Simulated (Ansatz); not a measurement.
`[CH3][Ti]([F])([F])[F]` + H₂O → `[OH][Ti]([F])([F])[F]` + CH₄ at 700 K and 1 bar (formal hydrolysis of a Ti–C bond).

Isolated molecules relaxed with PBE0-D4/def2-TZVP in Ansatz; ΔE leaves out vibrations. CCSD(T)/CBS adds triple-zeta CCSD(T) − MP2 to the extrapolated MP2 energy (def2 sets, frozen cores). This one scheme is used for every species. For Ti outer-core shells are correlated without core-valence functions, which leaves a few kJ/mol of doubt a bond. Scalar relativity is left out up to krypton. Each species was taken in one conformer, which may not be the lowest.

| species | CCSD(T)/CBS energy (Eh) | H − E (kJ/mol) | S (J/(mol·K)) |
| --- | --- | --- | --- |
| `[CH3][Ti]([F])([F])[F]` | -1188.36791 | 182.1 | 448.2 |
| H₂O | -76.37941 | 80.5 | 218.4 |
| `[OH][Ti]([F])([F])[F]` | -1224.33935 | 116.4 | 442.7 |
| CH₄ | -40.46206 | 145.9 | 224.0 |

H − E and S are ideal-gas, rigid-rotor, harmonic terms from PBE0-D4/def2-TZVP, for one conformer and one mirror image of each species. 1 Eh = 2625.50 kJ/mol, R = 8.31446 J/(mol·K).

Q: By hand: ΔE, ΔH, ΔS and ΔG.

A: ΔE = (-1224.33935) + (-40.46206) − (-1188.36791) − (-76.37941) = -0.05409 Eh = -142.0 kJ/mol. Δ(H − E) = 116.4 + 145.9 − 182.1 − 80.5 = -0.3, so ΔH = -142.3 kJ/mol. ΔS = 442.7 + 224.0 − 448.2 − 218.4 = 0.1 J/(mol·K). ΔG = -142.3 − 700 × (0.1)/1000 = -142.4 kJ/mol.

Q: By hand: the equilibrium constant, and the temperature at which ΔG would vanish if ΔH and ΔS stayed fixed.

A: log₁₀ K = −ΔG/(RT ln 10) = 10.6. ΔH and −TΔS have one sign here, so there is no such temperature.

The number of gas molecules stays the same, so ΔS is small and ΔH decides. A doubt of 5 kJ/mol in ΔE shifts log₁₀ K by 0.4 here. Other conformers and mirror images would add mixing entropy, several J/(mol·K) or more a flexible species. These are equilibria of isolated gas molecules and say nothing of rates. Largest T1 diagnostic: 0.023 (customary marks: 0.02 for closed shells, 0.045 for open ones).

ΔS is within the doubt of such terms, so its sign, and with it that verdict, could turn.
